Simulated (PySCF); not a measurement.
Structure problem from calculated spectra and properties.

Formula: C9H8O2.

* 13C NMR: chemical shifts (computed TMS as zero) by class: 163.2 (1 C), 154.3 (1 C), 144.9 (1 C), 142.6 (1 C), 139.8 (1 C), 139.5 (1 C), 139.2 (1 C), 137.0 (1 C), 128.3 (1 C) ppm [GIAO PBE0/pcSseg-1]
* 1H NMR: chemical shifts (computed TMS as zero) by class: 8.21 (1 H), 7.59 (1 H), 6.37 (1 H), 6.37 (1 H), 6.25 (1 H), 6.17 (1 H), 6.11 (1 H), 6.05 (1 H) ppm [GIAO PBE0/pcSseg-1]
* Rotational structure: rotational constants A, B, C: 2.037, 0.825, 0.692 GHz [GFN2-xTB]
* Dipole: 2.09 D [PBE0/pcSseg-1]
* NMR, other nuclei: isotropic shieldings of nuclei other than C and H, by class: -123 (1 O), 80 (1 O) ppm [GIAO PBE0/pcSseg-1]

Electronic properties: PySCF, gas phase, density fitting. Levels stand in brackets. One conformer (not necessarily the lowest) at the GFN2-xTB geometry, without solvent, vibrations or thermal averaging. NMR classes are plain means over equivalent atoms (diastereotopic ones count apart unless rotation or inversion swaps them), as if these changed places fast.

Question: Give a SMILES that accounts for the data.

Answer: Numbering: `[O:1]=[CH:2][O:3][C:4]1=[CH:5]/[CH:6]=[CH:7]\[CH:8]=[CH:9]/[CH:10]=[CH:11]\1`. Its formula, C9H8O2, gives 6 degrees of unsaturation: 1 ring and 5 π bonds in the structure found. 9 carbons fall into 9 classes; from least to most shielded: ester carbonyl carbon [C2] (163.2 ppm), vinylic carbon bearing oxygen [C4] (154.3 ppm), alkene CH carbon [C10] (144.9 ppm), alkene CH carbon [C8] (142.6 ppm), alkene CH carbon [C9] (139.8 ppm), alkene CH carbon [C7] (139.5 ppm), alkene CH carbon [C6] (139.2 ppm), alkene CH carbon [C11] (137.0 ppm), alkene CH carbon [C5] (128.3 ppm). Hydrogen classes from least to most shielded: 1 H on an ester carbonyl carbon, C2 (8.21 ppm), 1 H on an alkene CH carbon, C5 (7.59 ppm), 1 H on an alkene CH carbon, C10 (6.37 ppm), 1 H on an alkene CH carbon, C8 (6.37 ppm), 1 H on an alkene CH carbon, C9 (6.25 ppm), 1 H on an alkene CH carbon, C6 (6.17 ppm), 1 H on an alkene CH carbon, C7 (6.11 ppm), 1 H on an alkene CH carbon, C11 (6.05 ppm). The other shieldings belong to: -123 ppm, ester carbonyl oxygen [O1]; 80 ppm, ester single-bonded oxygen [O3]. The optimised geometry has point group C1 and is an asymmetric top. Structure: `O=COC1=C/C=C\C=C/C=C\1`. Computed isomers that give other values at the same levels: `C=COC(=O)c1ccccc1` (13C chemical shifts (computed TMS as zero) by class: 168.2 (1 C), 149.6 (1 C), 139.7 (1 C), 137.3 (2 C), 133.8 (2 C), 133.6 (1 C), 101.5 (1 C) ppm); `C=C(C)C1=CC=CC(=O)C1=O` (13C chemical shifts (computed TMS as zero) by class: 191.9 (1 C), 191.3 (1 C), 149.8 (1 C), 146.3 (1 C), 143.2 (1 C), 137.1 (1 C), 133.8 (1 C), 133.3 (1 C), 24.5 (1 C) ppm); `C1=CC(c2ccco2)C=CO1` (13C chemical shifts (computed TMS as zero) by class: 169.7 (1 C), 146.3 (2 C), 143.6 (1 C), 118.8 (1 C), 118.8 (1 C), 110.3 (2 C), 34.4 (1 C) ppm). The assignments are read from this structure; whether some other isomer fits the data as well wasn't checked.

Shape of the structure used: `[O:1]=[CH:2][O:3][C:4]1=[CH:5]/[CH:6]=[CH:7]\[CH:8]=[CH:9]/[CH:10]=[CH:11]\1`: O1–C2–O3–C4 0°, C2–O3–C4–C5 16°.
